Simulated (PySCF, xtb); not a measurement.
FH3S3Zr, SMILES [F][Zr]([SH])([SH])[SH], multiplicity 1. One conformer was computed; it need not be the lowest.

Harmonic wavenumbers (cm⁻¹) from xtb with GFN2-xTB at its own minimum, in rising order: 29, 41, 52, 71, 82, 101, 124, 137, 292, 346, 361, 457, 458, 469, 528, 2301, 2322, 2327.

Q: What does B3LYP-D3(BJ)/def2-SVP in PySCF give at its own minimum? (Estimate from the structure and the level; the computed values follow.)

A: 77, 77, 93, 128, 128, 185, 185, 253, 345, 385, 385, 497, 500, 500, 683, 2629, 2629, 2629. Paired by order, the mean absolute difference is 101 cm⁻¹ and the zero-point energies are 15.0 and 17.6 kcal/mol.
